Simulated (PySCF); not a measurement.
Cl3HOTi, SMILES [OH][Ti]([Cl])([Cl])[Cl], multiplicity 1.

The structure is a stationary point at r2SCAN-D4/def2-SVP. The geometry has at least one imaginary mode, so it is a saddle point at that level. The multiplicity is an assumed one; no other spin state was optimised. The isomer is the one that the SMILES or the coordinates give; other isomers of the formula were not compared. The values are those of a single conformer.

Level of theory: r2SCAN-D4/def2-SVP (PySCF).

Frequencies are harmonic and unscaled.

Modes within 1.5 cm⁻¹ of each other (mostly degenerate sets) share a row, with their intensities summed.

Problem. List the normal modes with their intensities. (The exact figures need the calculation; the answer reports its results.)

Solution. 
```json
[
 {"mode": "1–2", "ν (cm⁻¹)": "155i", "IR (km/mol)": "349.8", "Raman (Å⁴/amu)": "10.6", "depolarisation": "0.75", "moving atoms (share of kinetic energy)": "H 95 %"},
 {"mode": "3–4", "ν (cm⁻¹)": "121", "IR (km/mol)": "5.4", "Raman (Å⁴/amu)": "11.7", "depolarisation": "0.75", "moving atoms (share of kinetic energy)": "Cl 87 %"},
 {"mode": "5", "ν (cm⁻¹)": "145", "IR (km/mol)": "2.8", "Raman (Å⁴/amu)": "3.2", "depolarisation": "0.72", "moving atoms (share of kinetic energy)": "Cl 56 %, Ti 30 %, O 13 %"},
 {"mode": "6–7", "ν (cm⁻¹)": "197", "IR (km/mol)": "15.3", "Raman (Å⁴/amu)": "4.1", "depolarisation": "0.75", "moving atoms (share of kinetic energy)": "O 63 %, Cl 29 %"},
 {"mode": "8", "ν (cm⁻¹)": "400", "IR (km/mol)": "13.5", "Raman (Å⁴/amu)": "18.5", "depolarisation": "0.01", "moving atoms (share of kinetic energy)": "Cl 81 %, Ti 13 %"},
 {"mode": "9–10", "ν (cm⁻¹)": "496", "IR (km/mol)": "270.6", "Raman (Å⁴/amu)": "3.7", "depolarisation": "0.75", "moving atoms (share of kinetic energy)": "Ti 56 %, Cl 43 %"},
 {"mode": "11", "ν (cm⁻¹)": "868", "IR (km/mol)": "166.8", "Raman (Å⁴/amu)": "14.0", "depolarisation": "0.08", "moving atoms (share of kinetic energy)": "O 66 %, Ti 29 %"},
 {"mode": "12", "ν (cm⁻¹)": "3913", "IR (km/mol)": "542.7", "Raman (Å⁴/amu)": "168.0", "depolarisation": "0.39", "moving atoms (share of kinetic energy)": "H 94 %"}
]
```
